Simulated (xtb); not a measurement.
phosphine (H$_{3}$P), singlet, at a GFN2-xTB geometry, atoms displaced at random by about 0.05 Å a coordinate. Base run: GFN1-xTB in xtb.

xtb was given this input:
```
$ xtb mol.xyz --gfn 1 --opt --json

# file mol.xyz
4

P      0.05959423     0.07921973     0.09181765
H     -0.07448134     1.14015394    -0.73992527
H      1.03111620    -0.62100733    -0.53404669
H     -0.99868565    -0.57413218    -0.55650653
```

Variants of this job, named by their change:

```tsv
change	ΔE vs base (kcal/mol)	optimiser steps
base	0.000	7
opt level = crude	0.030	3
opt level = loose	0.007	4
opt level = extreme	0.000	8
alpb = acetonitrile	___	7
opt level = tight	0.000	8
opt level = vtight	0.000	8
opt level = lax	0.000	5
engine = inertial	0.002	-
engine = lbfgs	0.000	-
```

Task: What belongs in the gaps?

Result: 
- alpb = acetonitrile, ΔE vs base (kcal/mol): -1.16
